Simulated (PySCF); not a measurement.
PySCF job for C₅H₁₄Cl₂GeSi, SMILES [CH3][Ge]([CH3])([CH3])[CH2]C[SiH](Cl)Cl, IEF-PCM-PBE0/def2-SVP. Geometry optimised at PBE0-D3(BJ)/def2-SVP. The structure was generated by enumeration, and PubChem lists no compound with its InChIKey, so it may never have been made. One conformer was computed; it need not be the lowest.

```python
import numpy as np
from pyscf import gto, scf, dft
from pyscf.solvent import pcm

mol = gto.M(
    atom='''
    Si    2.31980203   -0.02975800    0.75476108
    Cl    3.07427971    1.06151816   -0.83165229
    Cl    3.00979648    0.79935145    2.51732498
    C     0.45892663    0.03511181    0.70493577
    C    -0.12317822   -0.55105418   -0.58336025
    Ge   -2.08859997   -0.45216159   -0.67954703
    C    -2.63171858    1.42456005   -0.58188619
    C    -2.85122548   -1.43861223    0.82868386
    C    -2.68470356   -1.23815251   -2.36738914
    H     2.86988281   -1.40564433    0.65092647
    H     0.09093458   -0.50008437    1.59842573
    H     0.16487469    1.09030827    0.84086129
    H     0.28509063   -0.02254105   -1.46133040
    H     0.16943712   -1.60924007   -0.69827296
    H    -3.72670208    1.51247141   -0.64649199
    H    -2.19155281    2.00117145   -1.40941559
    H    -2.31020636    1.88104816    0.36631818
    H    -2.54103797   -2.49418933    0.80278392
    H    -3.95057428   -1.40400065    0.79512633
    H    -2.52788109   -1.00648489    1.78764906
    H    -3.78101489   -1.19333872   -2.45079612
    H    -2.25295163   -0.69685934   -3.22260881
    H    -2.37822802   -2.29273526   -2.43666525
    ''',
    basis='def2-SVP',
    charge=0,
    spin=0,
    max_memory=1600,
    verbose=3,
)
mf = dft.RKS(mol, xc='pbe0').density_fit(auxbasis='def2-universal-jkfit')
mf.grids.level = 3
mf.conv_tol = 1e-9
mf.max_cycle = 100
mf.kernel()
res = {}
for name, eps in {'water': 78.355, 'toluene': 2.3741, 'cyclohexanone': 15.619}.items():
    s = mf.PCM()
    s.with_solvent.method, s.with_solvent.eps, s.with_solvent.lebedev_order = 'IEF-PCM', eps, 17
    s.kernel(mf.make_rdm1())
    res[name] = (s.e_tot, eps, s.dip_moment(), s.mo_energy, s.converged)
    print(f'{name}: electrostatic solvation free energy {(s.e_tot - mf.e_tot) * 627.509474:.3f} kcal/mol')
```

It prints:

```
converged SCF energy = -3484.28110628708

WARN: PCM is an experimental feature. It is still in testing.
Features and APIs may be changed in the future.

converged SCF energy = -3484.28550387843
Dipole moment(X, Y, Z, Debye): -2.67506, -1.54264, -0.29809
water: electrostatic solvation free energy -2.760 kcal/mol

WARN: PCM is an experimental feature. It is still in testing.
Features and APIs may be changed in the future.

converged SCF energy = -3484.28317211172
Dipole moment(X, Y, Z, Debye): -2.49091, -1.32718, -0.35881
toluene: electrostatic solvation free energy -1.296 kcal/mol

WARN: PCM is an experimental feature. It is still in testing.
Features and APIs may be changed in the future.

converged SCF energy = -3484.28514436995
Dipole moment(X, Y, Z, Debye): -2.64974, -1.50622, -0.31255
cyclohexanone: electrostatic solvation free energy -2.534 kcal/mol
```

Self-consistency was reached.

Cost: roughly 4 core-minutes.
